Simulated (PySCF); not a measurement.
# Working out the ionisation energy of Hg

Hg [Xe] 4f14 5d10 6s2 (1S) → Hg⁺ [Xe] 4f14 5d10 6s1 (2S). All numbers are calculated (PySCF 2.14, the spin-free X2C one-electron Hamiltonian (Gaussian nucleus), in x2c-TZVPPall (11s7p7d3f1g, 97 functions)). Frozen: [Kr] 4d10 4f14. Energies in hartree (1 hartree = 27.21139 eV):

```csv
part,Hg (lower),Hg⁺ (upper)
UHF,-19619.905412,-19619.592263
CCSD correlation,-0.606633,-0.548627
(T),-0.019689,-0.014535
```

Task: What does Hartree-Fock give?

Result: (-19619.592263) − (-19619.905412) = 0.313149 hartree = 8.521 eV.

Task: What do CCSD and CCSD(T) give?

Result: The CCSD correlation energies differ by 0.058006 hartree = 1.578 eV and the triples by 0.005154 hartree = 0.140 eV, so CCSD gives 10.099 eV and CCSD(T) 10.239 eV.

Measured between the centres of the two terms (NIST): 10.438 eV, so CCSD(T) (valence and next inner shell) is off by -0.199 eV.

What remains against the reference includes basis incompleteness, the frozen core and higher excitations.
